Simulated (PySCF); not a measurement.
**$^{15}$N chemical shifts**

[PySCF 2.14: geometry from GFN2-xTB; NMR shieldings at PBE0/pcSseg-1/GIAO; in vacuum; non-relativistic Hamiltonian; single conformer; averaged over atoms made equivalent by symmetry, fast rotation or ring inversion]

Shieldings were converted by a linear fit to measured shifts: $^{15}$N: δ = -148.07 − 0.921σ (rms 6.3 ppm, 71 shifts vs CH3NO2, solution or neat liquid). Occasional misses reach two or three times the rms, and more in compound classes unlike the fitted ones.

(1) Give the $^{15}$N shifts of `COc1nnsc1C(F)(F)F`, `[H]/N=C\[C@]12CC[C@H](C1)C2`, `C=C([SiH2]N)N(C)CCN`.

(2) Order these by $^{15}$N shift, lowest first.
A. [H]/N=C\[C@]12CC[C@H](C1)C2
B. C=NC(=C)C/C=C/C
C. C1=C(N2CCCC2)C1

## Answers

(1) 
```
                                                         compound                             environment  δ (ppm)
[CH3:1][O:2][c:3]1[n:4][n:5][s:6][c:7]1[C:8]([F:9])([F:10])[F:11]  N5: pyridine-type nitrogen of an azole     20.1
[CH3:1][O:2][c:3]1[n:4][n:5][s:6][c:7]1[C:8]([F:9])([F:10])[F:11]  N4: pyridine-type nitrogen of an azole     15.3
                                      [H]/N=C\[C@]12CC[C@H](C1)C2                          imine nitrogen    -70.6
[CH2:1]=[C:2]([SiH2:3][NH2:4])[N:5]([CH3:6])[CH2:7][CH2:8][NH2:9]                    N5: enamine nitrogen   -311.2
[CH2:1]=[C:2]([SiH2:3][NH2:4])[N:5]([CH3:6])[CH2:7][CH2:8][NH2:9]                      N9: amine nitrogen   -355.4
[CH2:1]=[C:2]([SiH2:3][NH2:4])[N:5]([CH3:6])[CH2:7][CH2:8][NH2:9]          N4: nitrogen bonded to Si, 2 H   -380.2
```

(2) C (-312.9 ppm, enamine nitrogen), A (-70.6 ppm, imine nitrogen), B (-13.0 ppm, imine nitrogen).
